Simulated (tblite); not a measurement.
**Question.** Write Cartesian coordinates for `C[Si](C)(C#P)C` as optimised with GFN2-xTB.

**Answer.** 
```xyz
15
C4H9PSi angstrom
C      0.5828   -1.5757    0.7762
Si    -0.1002    0.0895    0.1505
C     -1.3171   -0.1850   -1.2899
C      1.3234    1.2376   -0.3845
C     -1.0189    0.9072    1.5413
P     -1.7904    1.5922    2.7130
H     -0.2178   -2.2301    1.1071
H      1.2583   -1.4335    1.6141
H      1.1309   -2.0948   -0.0048
H     -1.7324    0.7558   -1.6380
H     -0.8283   -0.6621   -2.1344
H     -2.1460   -0.8180   -0.9882
H      2.0094    1.4221    0.4366
H      0.9471    2.1990   -0.7206
H      1.8947    0.8039   -1.2003
```

Orientation and origin are arbitrary. Atoms count from 1 in this order. Si2 (four-coordinate silicon) is tetrahedral (angles from 108.3° to 110.6°). The 4 C–Si bonds span 1.857 Å (Si2–C5, drawn single) to 1.906 Å (Si2–C4, drawn single), a spread of 0.049 Å.

Bonds between heavy atoms (Å): C1–Si2 1.906, Si2–C3 1.905, Si2–C4 1.906, Si2–C5 1.857, C5≡P6 1.561.

Structure optimised with GFN2-xTB, isolated species.

Point group: C3v (every atom within 0.08 Å of its image). Its GFN2-xTB frequencies are all real (lowest 79 cm⁻¹).

Hardware: one thread of an Arm Neoverse V1, shared host. Cost: 0.16 s of wall time. This is the geometry optimisation.

The numbers are calculated, not measured.
